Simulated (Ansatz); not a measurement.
`CC[N](C)[Ti]([OH])([OH])[N](C)CC` at its PBE0-D4/def2-TZVP geometry, where that method's forces vanish. The species carries charge 0 and has multiplicity 1.

```xyz
29

C    -1.5180    1.9177    0.5618
C    -2.2561    1.0821   -0.4644
N    -1.7323   -0.2570   -0.6173
C    -2.3926   -0.9743   -1.6837
Ti   -0.3895   -1.0798    0.4268
O    -0.4815   -0.6837    2.2145
O    -0.4575   -2.8763    0.1545
N     1.2445   -0.3870   -0.2046
C     1.5201    0.4115   -1.3687
C     2.3954   -0.6298    0.6447
C     2.8396    0.5861    1.4437
H    -0.4612    2.0193    0.3002
H    -1.5755    1.4729    1.5566
H    -1.9508    2.9191    0.6072
H    -2.2128    1.5880   -1.4426
H    -3.3247    1.0331   -0.2003
H    -2.2366   -0.4773   -2.6526
H    -3.4781   -1.0275   -1.5161
H    -2.0148   -1.9947   -1.7578
H    -0.7385   -1.2720    2.9251
H     0.1974   -3.4913   -0.1744
H     2.3087   -0.0441   -1.9858
H     0.6226    0.5023   -1.9810
H     1.8535    1.4274   -1.1145
H     3.2290   -1.0046    0.0305
H     2.1533   -1.4370    1.3470
H     2.0262    0.9228    2.0900
H     3.7011    0.3416    2.0704
H     3.1289    1.4124    0.7909
```

**Question.** What forces (eV/Å) does PBE-D4/def2-TZVPP give on these atoms in the Gaussian-basis code of Ansatz? (Best estimate.)

**Answer.** Computed: 
```
C1   0.008  0.035  0.023
C2  -0.007  0.058  0.051
N3  -0.083  0.089 -0.104
C4  -0.010 -0.060 -0.056
Ti5 -0.053 -0.092  0.095
O6   0.104  0.432  0.147
O7  -0.343 -0.197  0.074
N8   0.083  0.049 -0.126
C9   0.001  0.035 -0.051
C10  0.049 -0.030  0.055
C11  0.029  0.032  0.027
H12  0.204  0.028 -0.041
H13 -0.008 -0.077  0.194
H14 -0.079  0.201  0.017
H15 -0.007  0.110 -0.217
H16 -0.245  0.002  0.043
H17  0.018  0.100 -0.217
H18 -0.242 -0.013  0.021
H19  0.076 -0.206 -0.021
H20 -0.121 -0.295  0.351
H21  0.333 -0.318 -0.164
H22  0.178 -0.085 -0.142
H23 -0.183  0.025 -0.130
H24  0.081  0.229  0.035
H25  0.189 -0.088 -0.131
H26 -0.050 -0.171  0.132
H27 -0.152  0.073  0.132
H28  0.169 -0.035  0.128
H29  0.061  0.170 -0.121
```
